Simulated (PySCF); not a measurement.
Structure with atom numbers: `[CH2:1]1[O:2][CH2:3][C:4]12[CH2:5][O:6][CH2:7]2`; H(Xn) means a hydrogen on atom n.

PySCF 2.14.0 with density-fitted response routines calculation with geometry from PBE0-D3(BJ)/def2-SVP, J couplings at B3LYP/pcJ-1 (without the spin–dipole term) and shieldings: GIAO PBE/pcSseg-2; no relativistic terms, one averaged value for each set of equivalent atoms, in vacuum, one computed conformer.

Q: Predict the 2D correlation tables (HSQC, COSY, HMBC).

A: 

HSQC (one-bond C–H):
```csv
δH,δC,"¹J(C,H) (Hz)"
4.80 (H(C1)/H(C3)/H(C5)/H(C7)),88.3 (C1/C3/C5/C7),153
```

HMBC (two and three bonds, |J| ≥ 2.5 Hz):
```csv
δH,δC [abs. J in Hz]
4.80 (H(C1)/H(C3)/H(C5)/H(C7)),"88.3 (C1/C3/C5/C7) [8.3], 45.2 (C4) [2.9]"
```

No COSY cross peaks are expected.

Shifts are taken against calculated references (same method and geometry level): TMS for ¹H (σ = 31.18 ppm), ¹³C (σ = 179.39 ppm).

Shifts are as computed, not scaled to solution data. Of 1211 compounds with measured shifts, 218 miss one by over three times the rms of a fit or turn the order of signals round; such compounds aren't used in these exercises.
